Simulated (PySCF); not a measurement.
# Dipole moment and polarisability of `O=CC1SCCS1`

Species: C4H6OS2.
Structure used (PBE0-D3(BJ)/def2-SVP), in Å, numbered top down from 1:
```xyz
13
C4H6OS2 angstrom
O      1.555    0.515   -1.512
C      1.902    0.251   -0.394
C      1.075    0.503    0.853
S     -0.152    1.830    0.688
C     -1.569    0.754    0.261
C     -1.065   -0.638   -0.074
S      0.213   -1.078    1.138
H      2.863   -0.286   -0.188
H      1.720    0.695    1.724
H     -2.089    1.195   -0.602
H     -2.255    0.731    1.120
H     -1.862   -1.393   -0.004
H     -0.631   -0.665   -1.086
```

Level: CAM-B3LYP/def2-SVPD (PySCF), static field, nuclei fixed, core orbitals frozen in the response. The polarisability tensor in these axes (au):

```
x   92.27 -1.47  0.18
y   -1.47 88.26 -3.46
z    0.18 -3.46 79.35
```

Task: Give the principal values, the mean and the anisotropy Δα = √{½[(α1 − α2)² + (α2 − α3)² + (α1 − α3)²]}.

Result: Principal values 78.16, 88.83 and 92.89 au; mean 86.63 au = 12.84 Å³ = 14.28 × 10⁻⁴⁰ C²·m²/J; Δα = 13.18 au (15 % of the mean).

Task: What is the dipole moment, and where does it point?

Result: (-0.89, -1.08, 1.30) D, 1.91 D in size, pointing from the negative to the positive side. Measured along this direction, the outermost atoms are O1 at the negative end and H12 at the positive end.

Task: Form Σ f/ω² (atomic units) for the 6 lowest TDDFT singlets, given as eV and f, and set it beside the mean polarisability, which is this sum over all singlets: 4.21, 0.0046; 4.85, 0.0099; 5.11, 0.0023; 5.15, 0.0027; 5.81, 0.0309; 6.30, 0.0170.

Result: They add up to 1.64 au, 1.9 % of the 86.63 au; the largest single term is 0.68 au, from the state at 5.81 eV. Terms in order: 0.19, 0.31, 0.07, 0.08, 0.68, 0.32 au. Higher excitations give the rest. The strengths listed sum to 0.067.

Task: Give the principal axes and the span of the nuclei along them.

Result: Largest value along (0.92, -0.37, 0.11), where the nuclei span 5.16 Å; middle along (0.39, 0.87, -0.31), 3.45 Å; least along (0.02, 0.33, 0.94), 3.15 Å. The response follows the extents in order.

Task: Estimate the molar refractivity from the static electronic polarisability.

Result: Lorentz–Lorenz: R = (4π/3)N_A α = 2.5225 cm³/(mol·Å³) × 12.84 Å³ = 32.4 cm³/mol, in the limit of long wavelengths.

Task: Give the eigenvalues of the traceless quadrupole moment Θ = ½Σq(3rr − r²1), origin at the centre of nuclear charge.

Result: -12.47, -4.00, 16.47 D·Å. The values depend on the origin, since the dipole doesn't vanish. The electronic extent ⟨r²⟩ about the same centre is 928 bohr², a root-mean-square distance of 1.93 Å for the 70 electrons.

One conformer (not necessarily the lowest) at the PBE0-D3(BJ)/def2-SVP geometry, without solvent, vibrations or thermal averaging.
